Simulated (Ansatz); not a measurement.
**Energy profile**

The step: SiNH₄F ([NH2][SiH2][F]) + SiH₄ → Si₂NH₇ ([NH2][SiH2][SiH3]) + HF; bonds formed: Si1–Si7, F2–H6; bonds broken: Si1–F2, H6–Si7 (atoms numbered as in the saddle structure below).

```tsv
atom	x (Å)	y (Å)	z (Å)
Si1	-0.8229	-0.1090	0.3054
F2	-0.0818	-1.8635	-0.2854
H3	-2.0480	-0.4547	-0.4437
H4	-0.8792	1.3863	0.4637
N5	-0.5369	-0.5883	1.9012
H6	0.4090	-0.9012	-0.7562
Si7	0.9903	0.7467	-1.3091
H8	-0.3082	-1.5302	2.1647
H9	-0.4975	0.0750	2.6543
H10	1.7857	1.5543	-0.3516
H11	1.9237	0.0722	-2.2586
H12	0.0659	1.6122	-2.0847
```

Electronic energies by CCSD(T) at an estimated basis limit (MP2 extrapolated from triple and quadruple zeta, plus CCSD(T) − MP2 in triple zeta), on PBE0-D4/def2-TZVP structures; Si2NH8F, closed shell; no counterpoise correction. Computed with Ansatz 0.2.0 (basis: def2-TZVPP and def2-QZVPP); correlated methods freeze the cores. Extrapolation: Hartree–Fock as exp(−7.88 √X), correlation as X^−2.97.

(1) Give the profile in kJ/mol, counted from the separated reactants. (To be estimated.)

No T1 diagnostic of these runs exceeds 0.014.

Results:

(1) The calculation gives:
```json
{"point": "separated: SiNH4F (linked as [NH2][SiH2][F]; Si1, F2, H3, H4, N5, H8, H9; singlet) + SiH4 (H6, Si7, H10, H11, H12; singlet)", "kJ/mol": "0.0"}
{"point": "start structure", "kJ/mol": "-6.9"}
{"point": "saddle", "kJ/mol": "286.5"}
{"point": "end structure", "kJ/mol": "148.2"}
{"point": "separated: Si2NH7 (linked as [NH2][SiH2][SiH3]; Si1, H3, H4, N5, Si7, H8, H9, H10, H11, H12; singlet) + HF (F2, H6; singlet)", "kJ/mol": "163.0"}
```

For scale, one of the runs: CCSD(T)/def2-TZVPP, 258 basis functions, launched by `ansatz run in.yaml --threads 4 --pin off --events-out ev --progress --plain --max-ram 9574MiB`. Hardware: 4 CPU threads of an Arm Neoverse V1, shared host. Wall time 2.6 min; peak host memory 5.7 GiB.
